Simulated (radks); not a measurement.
Q: The potassium ion K14+, 5 electrons, occupied as [He] 2s2 2p1. All-electron calculation, scalar-relativistic Kohn-Sham, BLYP, spin-unpolarised, spherical densities, point nucleus. Program: a radial shooting solver on a logarithmic mesh with Libxc functionals. Some entries of the table are withheld. Estimate them.

| orbital | occ. | eigenvalue (Ry) | <1/r> (bohr^-1) | <r^2> (bohr^2) |
|---|---|---|---|---|
| 1s | 2 | -308.4144 | (1) | 0.008714 |
| 2s | 2 | (2) | 4.284 | 0.1411 |
| 2p | 1 | -60.25680 | 4.203 | 0.1094 |

A: 
(1) 1s <1/r> (bohr^-1): 18.79
(2) 2s eigenvalue (Ry): -63.80108
